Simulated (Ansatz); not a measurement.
C₅H₈O (SMILES CO[C@@H]1C=CC1), singlet, geometry from GFN2-xTB; MP2/def2-SVPD run with Ansatz (a program for electronic structure).

Ansatz was given this input:
Ansatz 0.2 input:
```yaml
crystal:
  periodic: [false, false, false]
  atoms:
    - {symbol: C, position_ang: [2.24865803, 0.08435886, 0.14681342]}
    - {symbol: O, position_ang: [1.02774997, 0.74666596, -0.06574294]}
    - {symbol: C, position_ang: [-0.07682896, 0.06603900, 0.46778992]}
    - {symbol: C, position_ang: [-0.60087551, -1.15318006, -0.26718700]}
    - {symbol: C, position_ang: [-1.77342380, -0.58924277, -0.53524635]}
    - {symbol: C, position_ang: [-1.43363092, 0.72708428, 0.10623996]}
    - {symbol: H, position_ang: [2.43335920, -0.07164673, 1.21765307]}
    - {symbol: H, position_ang: [3.02409845, 0.72740924, -0.26490038]}
    - {symbol: H, position_ang: [2.27536103, -0.88651963, -0.36027201]}
    - {symbol: H, position_ang: [0.06530475, -0.10334660, 1.54732910]}
    - {symbol: H, position_ang: [-0.16284579, -2.11324637, -0.46970765]}
    - {symbol: H, position_ang: [-2.67200608, -0.92397784, -1.02122869]}
    - {symbol: H, position_ang: [-2.04986332, 1.02909980, 0.95124581]}
    - {symbol: H, position_ang: [-1.31880108, 1.55854467, -0.58463524]}
basis:
  gaussian:
    orbitals: def2-SVPD
magnetization: {spin_polarized: false}
correlation: {method: mp2}
```

What the program printed (banner, timings and long lists left out):

```
Functional definition: HF
1864 factors; integrals over basis functions are off by at most 1.0e-3 eV
mean field evaluation 1: about -7304.9006 eV, gradient 3.5e1 eV
mean field evaluation 2: about -7305.4315 eV, gradient 3.5e1 eV
mean field evaluation 4: about -7308.7103 eV, gradient 5.0e0 eV
mean field evaluation 8: about -7308.7761 eV, gradient 2.3e-1 eV
mean field -7308.77629395 eV, -268.5925747362 hartree, gradient 5.0e-6 eV, S^2 0.000000; 0 other end points of the search recorded, 0 dependent functions left out
6 core orbitals not correlated
reference -7308.77629395 eV, -268.5925747362 hartree; 17, 17 occupied and 164, 164 virtual orbitals, 1864 factors
second order -24.42295028 eV of doubles, -0.00000000 eV of singles
Total energy: -7333.19924423 eV, -269.4901016044 hartree
```
